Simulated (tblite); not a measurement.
C₇H₁₀OS.
Z-matrix (Å and degrees, GFN2-xTB geometry), rows numbered from 1:
```
C 
C   1  1.5065
O   2  1.2035  1  122.79
C   2  1.5238  1  114.48  3   179.27
C   4  1.5341  2  111.47  1  -164.26
C   5  1.5288  4  104.09  2   -81.75
C   6  1.4900  5  105.11  4   -29.84
S   7  1.6181  6  125.91  5  -167.34
C   7  1.4978  6  109.63  5    12.34
H   1  1.0862  2  111.63  3   143.15
H   1  1.0896  2  108.07  3   -98.10
H   1  1.0867  2  110.20  3    20.15
H   4  1.0920  2  108.61  1   -39.80
H   5  1.0908  4  109.96  2   159.99
H   5  1.0886  4  111.42  2    39.09
H   6  1.0899  5  114.12  4  -153.12
H   6  1.0944  5  109.86  4    86.10
H   9  1.0942  4  110.43  2  -152.34
H   9  1.0907  4  114.06  2   -31.48
```

Level: GFN2-xTB in tblite, geometry and Hessian alike; calculated harmonic values, unscaled, isolated species. Against measured fundamentals such values can be off by several per cent, at times by over 20. One conformer, not necessarily the lowest.

Harmonic wavenumbers (cm⁻¹): 45.8, 52.2, 100.4, 139.6, 209.7, 270.9, 302.4, 357.6, 380.2, 464.7, 529.3, 589.0, 690.0, 745.1, 796.2, 850.8, 907.5, 957.9, 971.0, 987.4, 1005.5, 1020.5, 1090.5, 1119.3, 1125.7, 1133.7, 1158.8, 1181.3, 1216.4, 1230.4, 1260.4, 1288.9, 1312.2, 1334.2, 1369.9, 1422.4, 1433.3, 1450.4, 1458.7, 1475.1, 1776.0, 2940.6, 2947.8, 2965.3, 2991.1, 2991.5, 3001.9, 3012.7, 3021.7, 3047.4, 3058.0.

A = 2519, B = 883.1, C = 806.4 MHz; mass 142.045 u (most abundant isotopes); point group C1, symmetry number 1.

Task: What is the zero-point energy?

Result: ½Σν̃ = 33595 cm⁻¹ = 401.89 kJ/mol.

Task: Entropy at 298.15 K, 1 bar (ideal gas, RRHO, classical rotation)?

Result: Translation 170.67, rotation 123.73, vibration 113.78: S = 408.2 J/(mol K).

Task: And Cp and H(298.15 K) − H(0)?

Result: Cp = 150.55 J/(mol K), of which vibrations give 117.29 (their classical limit is 51 R = 424.0); H(298.15 K) − H(0) = 27.36 kJ/mol without the zero-point energy, 17.44 from vibrations.

Task: Which modes carry the vibrational entropy at 298.15 K?

Result: 45.8 cm⁻¹: 20.88; 52.2 cm⁻¹: 19.80; 100.4 cm⁻¹: 14.42; 139.6 cm⁻¹: 11.75; 209.7 cm⁻¹: 8.56; 270.9 cm⁻¹: 6.65 J/(mol K); the other 45 give 31.70 together.

Task: How do the functions run with temperature in this model?

Result: 
| T (K) | S (J/(mol K)) | Cp (J/(mol K)) | H − H(0) (kJ/mol) | G − H(0) (kJ/mol) | ln q(vib) |
| --- | --- | --- | --- | --- | --- |
| 150 | 327.9 | 92.1 | 9.56 | -39.63 | 3.11 |
| 250 | 383.5 | 130.0 | 20.61 | -75.28 | 5.51 |
| 400 | 458.6 | 194.2 | 44.94 | -138.50 | 9.06 |
| 600 | 551.2 | 263.1 | 91.09 | -239.63 | 13.83 |
| 900 | 671.3 | 328.1 | 180.64 | -423.57 | 20.78 |

q(vib) and H(0) count from the zero-point level.

Task: Blend soft modes into free rotors: weight 1/[1 + (100 cm⁻¹/ν̃)⁴] for the oscillator and the rest for a rotor with moment μB/(μ + B), μ = h/(8π²ν), B = 10⁻⁴⁴ kg m². What vibrational entropy results?

Result: 102.13 J/(mol K) in place of 113.78, which changes −T·S at 298.15 K by +3.47 kJ/mol.

Hindered rotation and anharmonicity are outside this model. Other conformers, if any are populated, would add a mixing term that is left out. The structure is chiral; the term R ln 2 for an equal mix with its mirror image is left out.
